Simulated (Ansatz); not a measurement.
C2H8FOSbSi (`CC[O][Sb]([F])[SiH3]`). The species carries charge 0 and has multiplicity 1. Sb takes the def2 core potential.

```tsv
atom	x (Å)	y (Å)	z (Å)
C1	0.7237	-0.8225	2.0687
C2	-0.1666	0.3399	1.6933
O3	-0.5114	0.3068	0.3183
Sb4	0.5813	1.2654	-0.9823
F5	1.9200	-0.1000	-1.2540
Si6	-0.9373	0.3225	-2.8705
H7	0.9344	-0.8112	3.1414
H8	1.6722	-0.7794	1.5280
H9	0.2370	-1.7675	1.8200
H10	0.3211	1.2910	1.9554
H11	-1.1064	0.2989	2.2540
H12	-2.2560	1.0095	-2.8236
H13	-0.3077	0.5824	-4.1927
H14	-1.1042	-1.1358	-2.6560
```

List the harmonic frequencies (cm⁻¹, unscaled) at PBE0-D4/def2-TZVP in Ansatz. (Estimate.)

Ansatz gave: 34, 65, 76, 88, 121, 190, 209, 278, 303, 422, 465, 472, 575, 591, 809, 839, 918, 928, 933, 1096, 1124, 1183, 1313, 1386, 1411, 1474, 1485, 1508, 2214, 2229, 2250, 2985, 3050, 3061, 3128, 3137.

Is this a minimum?

Yes, all 36 modes are real.

Give the ideal-gas thermochemistry at 298.15 K and 1 bar (rigid rotor, harmonic oscillator; point group C1, symmetry number 1).

Zero-point energy 253.3 kJ/mol; H(298) − E = 282.7 kJ/mol; entropy 433.5 J/(mol·K), of which translation 175.9, rotation 122.6, vibration 134.9; G(298) − E = 153.5 kJ/mol. Modes under 100 cm⁻¹ are hindered rotations or soft bends, so the harmonic entropy is rough.
